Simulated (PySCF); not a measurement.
C6H12O.
Numbering: `[OH:1][CH2:2][CH:3]1[CH2:4][CH2:5][CH2:6][CH2:7]1` (hydrogens: H8 on O1; H9, H10 on C2; H11 on C3; H12, H13 on C4; H14, H15 on C5; H16, H17 on C6; H18, H19 on C7)

The same species was optimised twice, with GFN2-xTB and with PBE0-D3(BJ)/def2-SVP (PySCF), and the same property calculations (PySCF, gas phase) were run on both structures.

```json
{"coordinate": "C5–C6 (Å)", "GFN2-xTB": "1.528", "PBE0-D3(BJ)/def2-SVP": "1.549", "change": "+0.021"}
{"coordinate": "C2–C3 (Å)", "GFN2-xTB": "1.529", "PBE0-D3(BJ)/def2-SVP": "1.511", "change": "-0.018"}
{"coordinate": "C3–C7 (Å)", "GFN2-xTB": "1.542", "PBE0-D3(BJ)/def2-SVP": "1.527", "change": "-0.015"}
{"coordinate": "C4–C5 (Å)", "GFN2-xTB": "1.524", "PBE0-D3(BJ)/def2-SVP": "1.536", "change": "+0.012"}
{"coordinate": "C3–C4 (Å)", "GFN2-xTB": "1.533", "PBE0-D3(BJ)/def2-SVP": "1.528", "change": "-0.005"}
{"coordinate": "C6–C7 (Å)", "GFN2-xTB": "1.538", "PBE0-D3(BJ)/def2-SVP": "1.534", "change": "-0.004"}
{"coordinate": "O1–C2 (Å)", "GFN2-xTB": "1.408", "PBE0-D3(BJ)/def2-SVP": "1.404", "change": "-0.004"}
{"coordinate": "O1–C2–C3 (°)", "GFN2-xTB": "113.1", "PBE0-D3(BJ)/def2-SVP": "108.8", "change": "-4.3"}
{"coordinate": "C4–C5–C6 (°)", "GFN2-xTB": "102.9", "PBE0-D3(BJ)/def2-SVP": "105.7", "change": "+2.8"}
{"coordinate": "C4–C3–C7 (°)", "GFN2-xTB": "104.9", "PBE0-D3(BJ)/def2-SVP": "102.3", "change": "-2.6"}
{"coordinate": "C3–C7–C6 (°)", "GFN2-xTB": "106.4", "PBE0-D3(BJ)/def2-SVP": "104.1", "change": "-2.3"}
{"coordinate": "C2–C3–C7 (°)", "GFN2-xTB": "112.6", "PBE0-D3(BJ)/def2-SVP": "114.7", "change": "+2.1"}
{"coordinate": "C2–C3–C4 (°)", "GFN2-xTB": "113.0", "PBE0-D3(BJ)/def2-SVP": "114.9", "change": "+1.9"}
{"coordinate": "C3–C4–C5 (°)", "GFN2-xTB": "103.4", "PBE0-D3(BJ)/def2-SVP": "104.5", "change": "+1.1"}
{"coordinate": "C5–C6–C7 (°)", "GFN2-xTB": "105.1", "PBE0-D3(BJ)/def2-SVP": "105.6", "change": "+0.5"}
{"coordinate": "O1–C2–C3–C4 (°)", "GFN2-xTB": "-60", "PBE0-D3(BJ)/def2-SVP": "-62", "change": "-2"}
```

Rotational constants: A = 5541, B = 1709, C = 1420 MHz (GFN2-xTB) against A = 5614, B = 1696, C = 1404 MHz (PBE0-D3(BJ)/def2-SVP). Some torsions differ by more than 30° (C4–C5–C6–C7 -35° against 2°; C5–C6–C7–C3 14° against -27°; C2–C3–C7–C6 135° against 166°), so the changes below aren't those of bond lengths and angles alone. Point groups within 0.08 Å: C1 and C1. Atoms that the bonding makes alike are paired by their places after alignment.

On the GFN2-xTB structure: HOMO (eV) -7.57 [PBE0/pcSseg-1]; LUMO (eV) 1.19 [PBE0/pcSseg-1]; dipole (D) 1.70 [PBE0/pcSseg-1]; GIAO shielding of O1 (ppm) 287.5 [PBE0/pcSseg-1]; GIAO shielding of C2 (ppm) 112.8 [PBE0/pcSseg-1]; GIAO shielding of C3 (ppm) 137.7 [PBE0/pcSseg-1]; GIAO shielding of C4/C7 (mean) (ppm) 154.1 [PBE0/pcSseg-1]; GIAO shielding of C5/C6 (mean) (ppm) 157.1 [PBE0/pcSseg-1].

Q: What do these properties become on the PBE0-D3(BJ)/def2-SVP structure?

A: 
| property | level | on GFN2-xTB | on PBE0-D3(BJ)/def2-SVP | change |
| --- | --- | --- | --- | --- |
| HOMO (eV) | PBE0/pcSseg-1 | -7.57 | -7.67 | -0.10 |
| LUMO (eV) | PBE0/pcSseg-1 | 1.19 | 1.42 | +0.23 |
| dipole (D) | PBE0/pcSseg-1 | 1.70 | 1.46 | -0.24 |
| energy, GFN2-xTB geometry as zero (kcal/mol) | PBE0/pcSseg-1 | 0.0 | 0.0 | 0.0 |
| GIAO shielding of O1 (ppm) | PBE0/pcSseg-1 | 287.5 | 302.9 | +15.4 |
| GIAO shielding of C2 (ppm) | PBE0/pcSseg-1 | 112.8 | 113.9 | +1.1 |
| GIAO shielding of C3 (ppm) | PBE0/pcSseg-1 | 137.7 | 139.4 | +1.7 |
| GIAO shielding of C4/C7 (mean) (ppm) | PBE0/pcSseg-1 | 154.1 | 151.1 | -3.0 |
| GIAO shielding of C5/C6 (mean) (ppm) | PBE0/pcSseg-1 | 157.1 | 159.2 | +2.1 |

The heavy atoms differ by 0.228 Å rms after alignment. Among bonds between heavy atoms C5–C6 changes most (+0.021 Å). Changes are differences of the printed values. Neither structure is proved a minimum here.
